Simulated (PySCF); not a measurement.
## BeI₂: calculation against measurement

Isolated BeI₂, optimised in PySCF with density fitting and no spin–orbit coupling; def2 sets carry scalar-relativistic core potentials from Rb on. It is a singlet of D∞h symmetry: PBE0/def2-TZVP Be–I 2.162 Å (×2).

Counting electrons, beryllium keeps none of its valence electrons outside its bonds, so the VSEPR class is AX2 and the expected shape is linear (D∞h), as computed.

Measured fundamentals (Jacox, Vibrational and Electronic Energy Levels of Polyatomic Transient Molecules, as compiled in the NIST Chemistry WebBook) beside computed harmonic wavenumbers, in cm⁻¹:

```csv
mode as compiled,computed symmetry,measured,medium,PBE0/def2-TZVP
Σu+ asym. stretch,σu+,872,neon matrix,883
```

Q: How close does the calculation come?

A: Mean absolute differences: PBE0/def2-TZVP 1.3 %. The mean ratio of measured to computed values at PBE0/def2-TZVP is 0.987. Harmonic values should lie a little above fundamentals; matrices shift bands further, usually down by up to a few per cent.
